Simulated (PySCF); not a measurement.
Chlorine: a sound run and one with changed settings

Sound run: Cl²⁺ [Ne] 3s2 3p3, Cl³⁺ [Ne] 3s2 3p2. All numbers are calculated (PySCF 2.14, the spin-free X2C one-electron Hamiltonian (Gaussian nucleus), in x2c-TZVPall). In the sound run the correlated levels freeze [Ne]. The sound run starts from symmetry-adapted Hartree-Fock orbitals and uses a fine grid where one is needed.

Changed run: a valence shell is frozen. This setting is unsound on purpose.

```
species   method  sound run (hartree)  changed run (hartree)  converged
   Cl²⁺      MP2           -459.71912             -459.64794        yes
   Cl²⁺  CCSD(T)           -459.74386             -459.65534        yes
   Cl³⁺      MP2           -458.26490             -458.20242        yes
   Cl³⁺  CCSD(T)           -458.29076             -458.20554        yes
```

Ionisation energy of Cl²⁺:

| method | sound run (eV) | changed run (eV) |
| --- | --- | --- |
| UHF | 38.943 | 38.943 |
| MP2 | 39.572 | 39.335 |
| SCS-MP2 | 39.378 | 39.074 |
| CCSD | 39.507 | 39.444 |
| CCSD(T) | 39.541 | 39.451 |

Freezing a valence shell removes pair correlation that changes on ionisation.

For comparison, NIST gives 39.8 ± 0.11 eV between the lowest levels.
